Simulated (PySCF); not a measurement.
B(H)(OMe)(SH) (CH5BOS), SMILES COBS. Atoms are numbered in the order given.

```xyz
9

B     -0.9596     0.1136     0.0000
H     -2.1193     0.4354     0.0000
O     -0.6664    -1.2006     0.0000
C      0.6540    -1.7115     0.0000
H      1.2082    -1.3812    -0.8952
H      0.5982    -2.8090     0.0000
H      1.2082    -1.3812     0.8952
S      0.3613     1.3752     0.0000
H     -0.4707     2.4389     0.0000
```

The structure is a stationary point at B3LYP-D3(BJ)/def2-SVP. Other conformers were not sampled.

All values below come from PBE/def2-TZVP (PySCF).

Isolated molecule, no solvent.

Computed frontier levels, gap, dipole moment and polarisability:
```
Quantity                                                                                                       Result
---------------------------------------------------------------------------------------------  ----------------------
highest occupied level                                                                                       -6.55 eV
lowest empty level                                                                                           -1.00 eV
orbital gap                                                                                                   5.54 eV
dipole moment                                                                                               0.162 e·Å
quadrupole, principal values (traceless, Buckingham form, about the centre of nuclear charge)  -6.07, -2.15, 8.21 D·Å
mean static polarisability                                                                       51.4 bohr³ (7.62 Å³)
polarisability, principal values                                                               39.6, 51.4, 63.4 bohr³
```
